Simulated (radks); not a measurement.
Results of a calculation; reference values are marked as such.
The thulium ion Tm27+, 42 electrons, occupied as [Kr] 4d6.

Level of theory: scalar-relativistic Kohn-Sham, LB94 model potential, spin-polarised, spherical densities, finite nucleus; open shells are filled with parallel spins first (spin-orbit coupling, left out, can overturn this in heavy ions); Fermi nuclear charge, rms radius 5.2256 fm (a radial shooting solver on a logarithmic mesh with Libxc functionals).

Energy parts (hartree):
part                   energy
kinetic            14427.0312
electron-nucleus  -31020.7155
Hartree             3621.1925
(The LB94 potential has no energy functional, so no total or exchange-correlation energy is given.)

Orbitals (lengths in bohr, moments of r in powers of bohr; r(90%) holds 90 % of the orbital's charge):
orbital	occ.	eigenvalue (hartree)	<1/r>	r(90%)
1s up	1	-2220.911	79.15	0.0363
1s down	1	-2220.917	79.15	0.0363
2s up	1	-404.3474	18.44	0.131
2s down	1	-404.3089	18.44	0.131
2p up	3	-361.3356	17.00	0.123
2p down	3	-361.3130	17.00	0.123
3s up	1	-117.8759	6.837	0.321
3s down	1	-117.8523	6.829	0.321
3p up	3	-104.8237	6.389	0.326
3p down	3	-104.7939	6.382	0.326
3d up	5	-88.79466	6.057	0.306
3d down	5	-88.72319	6.052	0.307
4s up	1	-47.81021	3.108	0.660
4s down	1	-47.62250	3.117	0.660
4p up	3	-43.17806	2.905	0.690
4p down	3	-42.98303	2.913	0.690
4d up	5	-37.15676	2.700	0.716
4d down	1	-36.97325	2.710	0.716
5s up	0	-25.89128	1.722	1.15
5s down	0	-25.77800	1.718	1.16
5p up	0	-23.89853	1.629	1.21
5p down	0	-23.79315	1.625	1.21

The highest occupied level is 4d down at -1006.1 eV. For comparison, the ionisation energy in NIST's Atomic Spectra Database is 1004 eV (theoretical). In exact Kohn-Sham theory the highest level is minus the ionisation energy, but local and semilocal functionals leave it too shallow, through self-interaction and a potential that decays too fast; potentials with the right tail come closer. Summed over all electrons, <r^2> = 4.663 bohr^2, which gives a Langevin (diamagnetic) susceptibility term of -3.69 x 10^-6 cm^3/mol.
